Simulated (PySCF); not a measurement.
**Electron correlation in Pm⁴⁺ (promethium, charge +4)**

Starting occupation: [Xe] 4f3, 4f5/2 with m_j = +1/2, +3/2, +5/2. All numbers are calculated (PySCF 2.14, X2C-1e with screened-nucleus spin-orbit coupling, Gaussian nucleus, in x2c-SVPall-2c (7s10p9d3f1g, 112 functions)). Frozen: [Ar] 3d10; 29 electrons correlated; the 16 highest virtual spinors left out.

MP2 pair energies summed by pair of shells (mhartree):

| pair | energy | share (%) |
| --- | --- | --- |
| 4d-4d | -231.59 | 31.5 |
| 4d-5p | -131.36 | 17.9 |
| 5p-5p | -122.23 | 16.6 |
| 4d-4p | -67.03 | 9.1 |
| 4d-4f | -29.64 | 4.0 |
| 5p-5s | -27.50 | 3.7 |
| 4f-5p | -27.11 | 3.7 |
| 4p-4p | -24.26 | 3.3 |
| 4d-5s | -16.53 | 2.2 |
| 4p-5p | -12.08 | 1.6 |
| 4f-4p | -10.62 | 1.4 |
| 4d-4s | -7.95 | 1.1 |
| 4p-5s | -5.94 | 0.8 |
| 5s-5s | -5.41 | 0.7 |
| 4p-4s | -4.46 | 0.6 |
| 4f-4f | -3.73 | 0.5 |
| 4f-5s | -3.06 | 0.4 |
| 4s-4s | -1.65 | 0.2 |
| 4s-5p | -1.49 | 0.2 |
| 4f-4s | -1.07 | 0.1 |
| 4s-5s | -0.51 | 0.1 |

Total MP2 correlation energy: -735.22 mhartree.

The GHF reference relaxed away from the jj start to a determinant that is no pure jj level (⟨S²⟩ = 3.70, ⟨J²⟩ = 26.72); the energies belong to that determinant.

This basis was not built for core-valence correlation, so the inner-shell part is incomplete.
